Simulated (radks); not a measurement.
Q: Dipole-allowed excitations along the series with 18 electrons in [Ar]. Method: scalar-relativistic Kohn-Sham, LDA (Slater exchange, VWN5 correlation), spin-unpolarised, spherical densities, finite nucleus; Fermi nuclear charge, rms radius of each element as measured or else 0.836 A^(1/3) + 0.57 fm; computed with a radial shooting solver on a logarithmic mesh with Libxc functionals. Time-dependent linear response with the Hartree and adiabatic LDA kernel, continuum included through the Sternheimer equations, no spin-orbit coupling, so fine structure and intercombination lines are absent. Lines are the poles of the dipole polarisability below minus the highest occupied eigenvalue, found on a grid refined at the orbital gaps; the lowest seven at most are given, and weak or close lines can be missed. The first line takes the name of the lowest orbital gap if no other gap lies below it; otherwise a line is named after a gap within 0.6 % of it, if that gap stands alone.

species  -e(HOMO) (eV)  lowest orbital gap (eV)  first line (eV)     f  static alpha (bohr^3)
Zn12+           401.26             3p-3d 72.541   94.233 (3p-3d)  2.22                 0.2235
Ga13+           454.27             3p-3d 77.002   99.746 (3p-3d)  2.10                 0.1887
Ge14+           510.38             3p-3d 81.499   105.29 (3p-3d)  2.00                 0.1607
As15+           569.61             3p-3d 86.040   110.87 (3p-3d)  1.90                 0.1380
Se16+           631.95             3p-3d 90.633   116.49 (3p-3d)  1.82                 0.1193

Estimate the first line of Br17+, its oscillator strength and the static polarisability.

A: 122.17 eV (3p-3d), f = 1.74, alpha = 0.1038 bohr^3.
